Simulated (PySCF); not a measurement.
# Electronic absorption of C6H6FN

C6H6FN.
SMILES: `c1c(ccc(F)c1)N`

Method used: TDDFT wB97X-D/def2-SVPD, vertical, gas phase, core orbitals frozen in the response in PySCF 2.14.0, density-fitted response routines. Geometry: GFN2-xTB; no solvent, vibrations or thermal averaging. Torsions of this conformer, `[NH2:1][c:2]1[cH:3][cH:4][c:5]([F:6])[cH:7][cH:8]1`: H–N1–C2–C3 -21°, H–N1–C2–C3 -162°.

```csv
state,E (eV),E (kJ/mol),λ (nm),f,|μ| (D),symmetry,"main configurations (H = HOMO, L = LUMO)"
S1,4.71,455,263.2,0.052,1.71,A″,H→L (92%)
S2,5.71,551,217.0,0.136,2.51,A′,"H→L+1 (86%), H-1→L (11%)"
S3,5.93,572,209.2,0.012,0.75,A′,H→L+2 (91%)
S4,6.77,653,183.2,0.0021,0.28,A″,H→L+3 (87%)
S5,6.83,659,181.6,0.014,0.74,A′,"H→L+4 (76%), H→L+7 (9%)"
S6,6.95,671,178.3,0.559,4.60,A′,"H-1→L (81%), H→L+1 (10%)"
S7,7.00,676,177.0,0.0059,0.47,A′,"H→L+5 (78%), H→L+4 (11%)"
S8,7.12,687,174.2,0.234,2.95,A″,"H-1→L+1 (72%), H-2→L (13%)"
```

Triplets (Tamm–Dancoff): T1 3.77 eV, H→L (97%); T2 3.99 eV, H→L+1 (77%), H-1→L (15%); T3 4.79 eV, H-1→L (82%), H→L+1 (16%).

The lowest singlet comes at 263 nm (455 kJ/mol) in the ultraviolet; it is of moderate strength; its leading configuration is HOMO→LUMO (92%). The strongest level in the table is S6 at 6.95 eV (178 nm, f = 0.559). Löwdin shares by element: HOMO carbon 40% or more, nitrogen 25% (atoms not listed hold the other 35%); LUMO carbon 73% or more (atoms not listed hold the other 27%). Weighted by f, the mean energy of these states is 6.70 eV. The oscillator strengths of these states sum to 1.016; summed over the whole spectrum of an exact calculation they would give the number of electrons, 58 (Thomas–Reiche–Kuhn). Orbital energies (eV): HOMO-3 -11.73, HOMO-2 -10.92, HOMO-1 -9.37, HOMO -7.69, LUMO 1.32, LUMO+1 2.03, LUMO+2 2.40. Symmetry labels in Cs follow from the direction of the transition dipole and are given only for states with f of 0.002 or more. Only the lowest 8 singlets were computed, as vertical energies without vibronic structure.
